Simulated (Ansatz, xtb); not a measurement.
# Two isomers of C5H7FO2

Structure a is `OC1=C(OCF)CC1`, a singlet and structure b is `OC1=CC[C@@H]1OCF`, a singlet. Both are isolated molecules in the gas phase, relaxed with r2SCAN-D4/def2-SVP; each stands in its lowest conformer found.

Problem. Estimate which is lower in electronic energy at CCSD(T)/def2-SVP + ΔMP2/def2-TZVPP, and by roughly how much.

Solution. The CCSD(T)/def2-SVP + ΔMP2/def2-TZVPP calculation puts structure b lower, by 0.091 eV.

How the difference moves with the method:

| level | geometry | E(b) − E(a) (eV) | departure from the last row (eV) | job, with rough time for the two |
| --- | --- | --- | --- | --- |
| GFN2-xTB | GFN2-xTB | +0.065 | +0.157 | optimisation, 0.38 s |
| HF/STO-3G | GFN2-xTB | +0.181 | +0.273 | single point, 0.56 s |
| r2SCAN-D4/def2-SVP//GFN2-xTB | GFN2-xTB | −0.052 | +0.039 | single point, 4 s |
| r2SCAN-D4/def2-SVP | r2SCAN-D4/def2-SVP | −0.053 | +0.039 | optimisation, 32 s |
| HF/def2-SVP | r2SCAN-D4/def2-SVP | −0.125 | −0.034 | part of the CCSD(T) run |
| MP2/def2-SVP | r2SCAN-D4/def2-SVP | −0.101 | −0.010 | part of the CCSD(T) run |
| CCSD(T)/def2-SVP | r2SCAN-D4/def2-SVP | −0.129 | −0.037 | single point |
| CCSD(T)/def2-SVP + ΔMP2/def2-TZVPP | r2SCAN-D4/def2-SVP | −0.091 |  | single point, 83 s |

As drawn, both hold the same kinds of bond in the same numbers.

GFN2-xTB, HF/STO-3G put the two in the other order. The largest departure from CCSD(T)/def2-SVP + ΔMP2/def2-TZVPP is that of HF/STO-3G, 0.273 eV. A small imaginary or near-zero mode remains, so no thermal terms are given. The last row adds to CCSD(T) the change of the MP2 difference between the two basis sets, here +0.037 eV.

The correlated steps freeze 8 core orbitals. Programs: Ansatz 0.2.0, xtb 6.7.1; the last row on 2 threads of Intel(R) Xeon(R) 6975P-C (Granite Rapids) on a shared host.
